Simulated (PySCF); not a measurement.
## Molecular orbitals of MoI

PBE at R = 2.641 Å; PySCF, scalar-relativistic core potentials, basis sets Mo def2-TZVPP with ECP28, I def2-TZVPP with ECP28. State: ⁶Σ⁺ (sextet), unpaired electrons σ ↑, π ↑↑, δ ↑↑. Only the outer orbitals are listed, counted within each symmetry, core potentials removing the inner ones.

| spin | orbital | occ. | ε (eV) | on Mo (%) | main shells (%) |
| --- | --- | --- | --- | --- | --- |
| α | 7σ | 1 | -7.67 | 32 | 66 I p, 20 Mo d, 11 Mo s |
| α | 4π | 1 | -6.66 | 32 | 67 I p, 31 Mo d |
| α | 4π | 1 | -6.66 | 32 | 67 I p, 31 Mo d |
| α | 2δ | 1 | -5.22 | 100 | 100 Mo d |
| α | 2δ | 1 | -5.22 | 100 | 100 Mo d |
| α | 8σ | 1 | -5.21 | 98 | 49 Mo d, 49 Mo s |
| α | 5π | 1 | -4.84 | 70 | 67 Mo d, 29 I p |
| α | 5π | 1 | -4.84 | 70 | 67 Mo d, 29 I p |
| α | 9σ | 0 | -3.56 | 80 | 32 Mo s, 25 Mo p, 23 Mo d |
| α | 6π | 0 | -1.29 | 97 | 96 Mo p |
| α | 6π | 0 | -1.29 | 97 | 96 Mo p |
| β | 7σ | 1 | -7.31 | 18 | 81 I p, 10 Mo d |
| β | 4π | 1 | -6.25 | 7 | 92 I p |
| β | 4π | 1 | -6.25 | 7 | 92 I p |
| β | 8σ | 0 | -2.63 | 99 | 56 Mo s, 43 Mo d |
| β | 5π | 0 | -2.24 | 91 | 90 Mo d |
| β | 5π | 0 | -2.24 | 91 | 90 Mo d |

Which are the highest filled and the lowest empty level, where do they sit, and how wide is the gap?

Highest filled α 5π at -4.84 eV (in %: 67 Mo d, 29 I p); lowest empty α 9σ at -3.56 eV (in %: 32 Mo s, 25 Mo p, 23 Mo d); the gap at PBE is 1.28 eV.

```
bond order (Mayer)                              : 1.26
⟨S²⟩                                            : 8.776
charge on Mo (Mulliken, basis-dependent)        : 0.26
charge on Mo (Löwdin, basis-dependent)          : -0.08
dipole moment (positive dipole means Mo(−)I(+)) : -3.87 D
polarisability along the bond                   : 118.1 bohr³
polarisability across the bond                  : 72.0 bohr³
```

Spin–orbit coupling is left out. The state is the lowest single determinant that the PBE0 search found; with open d or f shells the true ground state can be another one.
